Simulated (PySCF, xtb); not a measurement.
BrH2NSi: which of two isomers lies lower

We compare I, `[H]/N=[SiH]\Br`, a singlet, with II, `[H]/N=[SiH]/Br`, a singlet. Both are isolated molecules in the gas phase, relaxed with B3LYP-D3(BJ)/6-311G**.

I (Å):

```xyz
5

Br   -0.4740   -1.4532    1.0292
N     0.3288    0.7821   -1.5288
Si    0.5372    0.2089   -0.0641
H     1.5518    0.8076    0.8095
H    -0.3353    0.4540   -2.2174
```

II (Å):

```xyz
5

Br   -2.3364    0.6212   -0.5128
N    -1.3259   -1.7503    1.5155
Si   -1.6532   -1.4107   -0.0040
H    -1.0090   -2.6664    1.8109
H    -1.6053   -2.1987   -1.2550
```

Energies in hartree; the thermal terms are from GFN2-xTB frequencies at re-optimised GFN2-xTB minima (ideal gas, soft modes damped towards free rotors, one conformer each, 600 K, 1 atm) and include the zero-point energy:

```
                               I            II
E, CCSD(T)/def2-SVP  −2917.041376  −2917.035829
    E, MP2/def2-SVP  −2917.009304  −2917.003632
  E, MP2/def2-TZVPP  −2917.609485  −2917.604790
  zero-point energy      0.022890      0.023249
       H(600 K) − E      0.028429      0.028580
       G(600 K) − E     −0.005448     −0.004949
```

Question: Correct the CCSD(T) difference for the basis set by the MP2 change, then work out ΔE, ΔE₀, ΔH and ΔG for I → II in kJ/mol (1 Eh = 2625.50 kJ/mol) and the equilibrium ratio [II]/[I].

Answer: 1. Differences II − I: CCSD(T) +0.005547, MP2 in the small set +0.005672, MP2 in the large set +0.004695 Eh.
2. ΔE = +0.005547 + (+0.004695 − (+0.005672)) = +0.004570 Eh = +12.00 kJ/mol.
3. ΔE₀ = ΔE + ΔZPE = +0.004570 + (+0.000359) Eh = +12.94 kJ/mol.
4. ΔH = ΔE + (+0.000151) Eh = +12.39 kJ/mol.
5. ΔG = ΔE + (+0.000499) Eh = +13.31 kJ/mol, so ΔS = (ΔH − ΔG)/T = −1.5 J/(mol K).
6. kT = 1.9001 mEh, so K = [II]/[I] = exp(−ΔG/kT) = exp(−2.67) ≈ 0.069.

Structure I is favoured at this temperature. An error of 4 kJ/mol in ΔG would change K by a factor of 2.2. GFN2-xTB gave ΔE the other sign. Mirror images and further conformers aren't counted.

As drawn, both hold the same kinds of bond in the same numbers.

Other levels gave ΔE = −8.4 (GFN2-xTB); +21.8 (HF/STO-3G, GFN2-xTB geometries); +20.9 (r2SCAN-D4/def2-SVP, GFN2-xTB geometries); +15.2 (B3LYP-D3(BJ)/6-311G**); +12.0 (HF/def2-SVP); +14.9 (MP2/def2-SVP); +14.6 (CCSD(T)/def2-SVP) kJ/mol. The correlated steps freeze 15 core orbitals; the filled d shell of Br is correlated, in a basis made for valence electrons. Programs: PySCF 2.14.0, xtb 6.7.1 (Pople sets with spherical d functions).
